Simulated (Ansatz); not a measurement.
Species: C6H13S (charge 0, doublet). It need not be the lowest isomer of its formula. 
Coordinates optimised at B3LYP-D3(BJ)/def2-TZVP (Ansatz, a first-principles code):
SMILES: [CH2]CCCCSC
```xyz
20

C     -4.0683     0.6516    -0.4740
C     -2.7213     0.8813     0.1054
C     -1.6742    -0.1619    -0.3445
C     -0.2964     0.0909     0.2656
C      0.7340    -0.9378    -0.1841
S      2.3917    -0.7377     0.5393
C      2.9343     0.7802    -0.2898
H     -4.3346     1.0558    -1.4414
H     -4.7595    -0.0417    -0.0137
H     -2.3544     1.8742    -0.1744
H     -2.7722     0.8601     1.1990
H     -1.6052    -0.1505    -1.4364
H     -2.0237    -1.1612    -0.0680
H      0.0389     1.0946    -0.0099
H     -0.3625     0.0752     1.3567
H      0.8292    -0.9438    -1.2731
H      0.4231    -1.9409     0.1152
H      3.9679     0.9488     0.0091
H      2.3400     1.6424     0.0097
H      2.8968     0.6638    -1.3736
```
Charge 0, spin multiplicity 2.

Parts of the frozen-core correlation energy in STO-3G (Ansatz, hartree). Frozen orbitals: 11; correlated occupied orbitals by spin: 22 and 21; virtual: 19 and 20. Open shells are spin-unrestricted. No spin-orbit coupling. No relativistic terms.

```tsv
term	value
reference (HF)	-625.15592
MP2 opposite-spin	-0.28383
MP2 same-spin	-0.03423
CCSD correlation	-0.42409
(T)	-0.00281
T1 diagnostic	0.004
largest doubles amplitude	0.044
<S^2> of the reference	0.766
```
